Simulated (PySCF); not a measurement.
Species: C3H5F2OSi (doublet state).
Z-matrix (Å and degrees, GFN2-xTB geometry), rows numbered from 1:
```
C 
C   1  1.3210
O   2  1.3438  1  125.54
Si  3  1.6299  2  133.66  1    -2.61
C   4  1.9327  3   99.68  2  -177.65
F   5  1.3660  4  110.13  3    79.48
F   5  1.3610  4  110.86  3  -164.22
H   1  1.0728  2  120.90  3  -179.72
H   1  1.0759  2  121.24  3    -0.68
H   2  1.0831  1  122.62  3   179.73
H   4  1.4576  3  113.35  2   -59.14
H   5  1.0988  4  115.83  3   -41.87
```

The hyperfine couplings belong to this conformer and change with its torsions.

As a line formula: `C=CO[SiH]C(F)F` [radical].

Theory: UKS B3LYP, pcH-1 on C F H O Si, non-relativistic, mean-field spin-orbit, GIAO (PySCF 2.14.0). Isolated species at its GFN2-xTB geometry (one conformer only). A GFN2-xTB geometry isn't a minimum of the functional, and hyperfine couplings can be far from their values at a DFT geometry, by a factor of two or more for some ions and for spin on atoms past the first row. The SCF solution wasn't tested for stability.

Q: Predict the first-order ENDOR lines of C5, C2, C1, F6/F7, H11, H10, H12, H8, H9 and Si4 under fast tumbling at B = 1215.6 mT (Q band).

A: ν± = |νn ± a/2|, one line for each electron-spin manifold; νn = |g_N| × 7.62259 MHz/T × B.

| nuclei | isotope | g_N | νn (MHz) | a_iso (MHz) | lower line (MHz) | upper line (MHz) |
| --- | --- | --- | --- | --- | --- | --- |
| C5 | 13C | 1.4048 | 13.02 | 67.09 | 20.53 | 46.56 |
| C2 | 13C | 1.4048 | 13.02 | -3.95 | 11.04 | 14.99 |
| C1 | 13C | 1.4048 | 13.02 | 2.17 | 11.93 | 14.10 |
| F6/F7 | 19F | 5.2577 | 48.72 | 53.54 | 21.95 | 75.49 |
| H11 | 1H | 5.5857 | 51.76 | 121.74 | 9.11 | 112.63 |
| H10 | 1H | 5.5857 | 51.76 | 5.45 | 49.03 | 54.48 |
| H12 | 1H | 5.5857 | 51.76 | -2.78 | 50.37 | 53.15 |
| H8 | 1H | 5.5857 | 51.76 | -2.38 | 50.57 | 52.94 |
| H9 | 1H | 5.5857 | 51.76 | -1.08 | 51.22 | 52.30 |
| Si4 | 29Si | -1.1106 | 10.29 | -553.85 | 266.63 | 287.21 |

The rows for 13C and 29Si, of low natural abundance, apply to labelled samples.

Q: Which pairs are centred on the nuclear Larmor frequency, and which on half the coupling?

A: Centred on νn, since |a| < 2νn: C2, C1, F6/F7, H10, H12, H8 and H9. Centred on |a|/2 and split by 2νn: C5, H11 and Si4.

Class means assume fast exchange of nuclei equivalent by connectivity; if that motion is slow, each nucleus keeps its own coupling. The 19F value of +53.5 MHz is a mean of couplings from -3.2 to 110.3 MHz in this one geometry, not an average over conformers.
